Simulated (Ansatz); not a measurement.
Consider the cleavage of the Si–Si bond: `C[SiH](O)[SiH3]` + H–F → `F[SiH3]` + `C[SiH2]O`.

Gas-phase electronic energies from Ansatz, PBE0-D4/def2-TZVP geometries. CCSD(T)/CBS adds triple-zeta CCSD(T) − MP2 to the extrapolated MP2 energy (def2 sets, frozen cores). This one scheme is used for every species. Each species was taken in one conformer, which may not be the lowest.

| level | ΔE (kJ/mol) |
| --- | --- |
| CCSD/def2-TZVPP | -137.1 |
| CCSD(T)/def2-TZVPP | -132.6 |
| HF/def2-QZVPP | -170.2 |
| HF/CBS(def2) | -170.6 |

What does CCSD(T)/CBS give? (Best estimate.)

The calculation gave: -131.8 kJ/mol. The listed levels differ from it by -5.3, -0.8, -38.4, -38.8 kJ/mol.

Largest T1 diagnostic among the species: 0.012.

From BLYP to BHLYP (50 % exact exchange), in def2-TZVPP and without D4, ΔE moves by −11.8 kJ/mol. In def2-TZVPP, CCSD(T) changes the Hartree–Fock value by +34.9 kJ/mol (the triples alone add +4.6 kJ/mol) and MP2 by +28.6 kJ/mol. The D4 term adds +10.2 kJ/mol with B3LYP and +5.9 kJ/mol with PBE0; it sums over pairs of atoms, weighted by their polarisabilities, and B3LYP, whose exchange is more repulsive, gets the larger term.

B3LYP here is the variant with VWN-RPA as its local correlation; programs differ in this.
